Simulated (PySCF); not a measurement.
Species: C2H7FOSi.
Bonds: O1–Si2, Si2–C3, C3–C4, C4–F5. Hydrogens: H6 on O1; H7, H8 on Si2; H9, H10 on C3; H11, H12 on C4.

Method: PBE0-D3(BJ)/def2-SVP geometry optimisation, gas phase in PySCF 2.14.0; density fitting, grid level 1; the optimiser is geomeTRIC in internal coordinates, started from a GFN2-xTB structure with every atom displaced at random (about 0.01 Å).

Step 2: E = -14812.4573 eV
```
atom  x, y, z in Å  |  force x, y, z in eV/Å
O1      1.6407    0.9778    1.0589   -0.157  -0.067  -0.149
Si2     1.4007   -0.1976   -0.1033   -0.041   0.079   0.125
C3     -0.3910   -0.8003    0.0025    0.005   0.047  -0.011
C4     -1.3933    0.2996   -0.2700    0.017   0.026   0.016
F5     -1.1666    1.3727    0.5867    0.015  -0.018  -0.020
H6      0.8329    1.5015    1.1659    0.128  -0.019   0.050
H7      1.6204    0.3209   -1.4926    0.023   0.001   0.003
H8      2.3473   -1.3158    0.1633    0.011   0.006  -0.005
H9     -0.5596   -1.2170    1.0101   -0.014  -0.027  -0.011
H10    -0.5560   -1.6211   -0.7166    0.029  -0.002  -0.004
H11    -2.4336   -0.0292   -0.1124   -0.005   0.001   0.019
H12    -1.3023    0.6811   -1.3015   -0.010  -0.026  -0.013
```

Step 3: E = -14812.4611 eV
```
atom  x, y, z in Å  |  force x, y, z in eV/Å
O1      1.6467    0.9722    1.0605   -0.014  -0.059  -0.048
Si2     1.3928   -0.1943   -0.1020    0.032   0.062   0.062
C3     -0.3942   -0.7997    0.0003   -0.025  -0.003   0.015
C4     -1.3985    0.2962   -0.2748    0.010   0.024   0.006
F5     -1.1605    1.3789    0.5654   -0.002  -0.010  -0.023
H6      0.8596    1.5140    1.1988    0.006   0.005  -0.002
H7      1.6211    0.3275   -1.4893   -0.001   0.001   0.006
H8      2.3418   -1.3122    0.1592   -0.003  -0.002  -0.003
H9     -0.5629   -1.2197    1.0068   -0.009  -0.013  -0.011
H10    -0.5518   -1.6223   -0.7181    0.021  -0.002  -0.014
H11    -2.4376   -0.0300   -0.1028    0.001   0.007   0.019
H12    -1.3167    0.6620   -1.3128   -0.014  -0.010  -0.007
```

Step 4: E = -14812.4623 eV
```
atom  x, y, z in Å  |  force x, y, z in eV/Å
O1      1.6520    0.9671    1.0652    0.019  -0.013   0.022
Si2     1.3914   -0.1918   -0.0992    0.019   0.015   0.004
C3     -0.3957   -0.7989   -0.0014   -0.019  -0.002   0.017
C4     -1.4028    0.2945   -0.2777    0.001   0.007  -0.004
F5     -1.1578    1.3862    0.5475    0.012   0.000  -0.012
H6      0.8747    1.5190    1.2130   -0.018   0.005  -0.018
H7      1.6235    0.3343   -1.4840   -0.007   0.002   0.003
H8      2.3387   -1.3126    0.1571   -0.007  -0.003  -0.001
H9     -0.5648   -1.2223    1.0036   -0.007  -0.007  -0.006
H10    -0.5471   -1.6217   -0.7211    0.014   0.005  -0.014
H11    -2.4400   -0.0298   -0.0912    0.000   0.001   0.013
H12    -1.3324    0.6486   -1.3206   -0.008  -0.010  -0.004
```

Step 5: E = -14812.4635 eV
```
atom  x, y, z in Å  |  force x, y, z in eV/Å
O1      1.6531    0.9600    1.0754    0.046   0.032   0.085
Si2     1.3896   -0.1883   -0.0949   -0.001  -0.029  -0.051
C3     -0.3970   -0.7988   -0.0039   -0.009  -0.018   0.013
C4     -1.4058    0.2926   -0.2807    0.003  -0.022  -0.023
F5     -1.1418    1.3972    0.5199   -0.001   0.025   0.004
H6      0.8843    1.5225    1.2258   -0.024  -0.001  -0.031
H7      1.6240    0.3465   -1.4759   -0.008   0.002   0.001
H8      2.3336   -1.3136    0.1536   -0.004   0.000   0.003
H9     -0.5662   -1.2273    0.9990   -0.003  -0.002  -0.002
H10    -0.5407   -1.6204   -0.7268    0.005   0.010  -0.008
H11    -2.4403   -0.0255   -0.0695    0.002   0.007   0.011
H12    -1.3532    0.6275   -1.3309   -0.006  -0.007  -0.001
```

Problem. Estimate the geometry and energy of step 6. (The exact step hangs on the optimiser's Hessian estimate; all steps are aligned on step 5, rigid shifts and turns removed.)

Solution. E = -14812.4645 eV, largest force 0.131 eV/Å
```
atom  x, y, z in Å  |  force x, y, z in eV/Å
O1      1.6579    0.9484    1.0942    0.046   0.056   0.109
Si2     1.3891   -0.1837   -0.0889   -0.031  -0.067  -0.088
C3     -0.3980   -0.7980   -0.0063    0.009  -0.002   0.012
C4     -1.4103    0.2900   -0.2849   -0.011  -0.036  -0.028
F5     -1.1261    1.4151    0.4791    0.014   0.023   0.013
H6      0.8972    1.5231    1.2386   -0.026   0.008  -0.028
H7      1.6250    0.3654   -1.4639   -0.006   0.004   0.002
H8      2.3279   -1.3159    0.1476    0.002   0.004   0.005
H9     -0.5670   -1.2331    0.9936    0.000   0.004   0.002
H10    -0.5328   -1.6168   -0.7341   -0.002   0.008  -0.001
H11    -2.4399   -0.0190   -0.0395    0.002   0.002   0.001
H12    -1.3834    0.5971   -1.3444    0.002  -0.003   0.001
```

The energy changes by -0.0010 eV. The first-order estimate −F·Δx gives -0.0016 eV and the mean of the old and new forces, exact on a quadratic surface, -0.0011 eV. The step makes an angle of 82° with the force vector and moves no atom by more than 0.047 Å.

What follows is the cost of the whole optimisation. On one thread, Arm Neoverse V2 (aarch64), on a shared host, this took 31 s and 0.45 GiB of memory at its peak.
